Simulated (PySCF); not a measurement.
## Excitation energy of Al by level of theory

Al [Ne] 3s2 3p1 (2P) → Al [Ne] 3s1 3p2 (4P), as a difference of total energies. All numbers are calculated (PySCF 2.14, scalar relativity by spin-free X2C-1e, in aug-cc-pVDZ-DK (5s4p2d, 27 functions)). Correlated levels: valence: [Ne] frozen. The calculations carry no spin-orbit coupling.

```tsv
method	excitation energy (eV)
UHF	2.447
LDA	3.710
PBE	3.598
PBE0	3.480
r2SCAN	3.211
M06-L	3.602
B3LYP	3.842
MP2 (valence)	3.086
```

Estimate what SCS-MP2 (valence) gives.

3.338 eV, closest to r2SCAN among the rows shown.

Estimate what TPSSh gives.

3.559 eV, closest to PBE among the rows shown.

Errors of the correlated levels include the incompleteness of this basis and the frozen core.

For comparison: 3.598 eV (measured; NIST levels, between the centres of gravity of the two terms).
